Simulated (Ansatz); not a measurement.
Coupled-cluster diagnostics for the cluster Be₄S₄⁺, Ansatz.

Geometry of the doublet (PBE-D4/def2-SVP):

```xyz
8

Be    0.181   -1.200    1.598
Be   -0.824    0.923    0.110
Be    1.710   -0.404   -0.155
Be   -0.428    0.759   -2.045
S    -1.330    0.008    1.821
S     1.097    1.312   -0.891
S     1.795   -1.969    0.922
S    -2.201    0.570   -1.360
```

Correlated methods freeze 20 core orbitals. Another isomer (doublet) lies 0.90 eV lower at PBE0-D4/def2-TZVP; other spin states weren't run for this one.

Problem. Estimate the CCSD(T) correlation energy, the shares of MP2 and (T), T1 and the reference's ⟨S²⟩ for: charge 1, doublet, own geometry in def2-SVP; and the rough time on 4 threads of Intel Xeon Platinum 8488C on a shared host.

Solution. 
| state | basis | correlation (eV) | MP2 share (%) | (T) share (%) | T1 | ⟨S²⟩ (pure) | wall time |
| --- | --- | --- | --- | --- | --- | --- | --- |
| charge 1, doublet, own geometry | def2-SVP | -18.016 | 87.7 | 3.9 | 0.028 | 0.76 (0.75) | 19 s |
Customary marks for T1 are 0.02 (closed shells), 0.045 (open shells) and about 0.05 (3d metals). T1 exceeds 0.02 in 1 of 1 rows and 0.045 in 0; the higher it lies, the less the single-reference result can be trusted.
